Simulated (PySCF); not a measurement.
Cartesian coordinates in Å; atom numbers follow the order of the lines, from 1:
```xyz
5

W     0.0024   -0.0006    0.0059
N     0.1857   -0.0185    1.6475
Cl    2.1189    0.0153   -0.7954
Cl   -1.1567    1.8971   -0.4086
Cl   -1.1503   -1.8933   -0.4493
```

Geometry: PBE0-D3(BJ)/def2-SVP; GIAO absolute shieldings from PySCF 2.14, gas phase, scalar relativity only through the core potential, averaged over equivalent atoms.

At KT2/pcSseg-1 (def2-TZVP on W) (129 basis functions, 21 s wall time on 1 thread of an Arm Neoverse N1, shared host):
```tsv
atoms	σ (ppm)
N2	-551.1
Cl3/Cl4/Cl5	404.5
```

Estimate the result of repeating the calculation with PBE0/pcSseg-1 (def2-TZVP on W).

Results:


```json
{"atoms": "N2", "σ at PBE0/pcSseg-1 (def2-TZVP on W)": "-689.8", "change": "-138.7"}
{"atoms": "Cl3/Cl4/Cl5", "σ at PBE0/pcSseg-1 (def2-TZVP on W)": "437.2", "change": "+32.7"}
```

The largest change is at N2 (nitrogen bonded to W). Cost: 129 basis functions, 16 s wall time on 1 thread of an Arm Neoverse N1, shared host.

W is described by an effective core potential, so it has no shielding of its own here; spin–orbit effects on the atoms bonded to it, which can be large, are absent, and the values of these neighbours are rough.
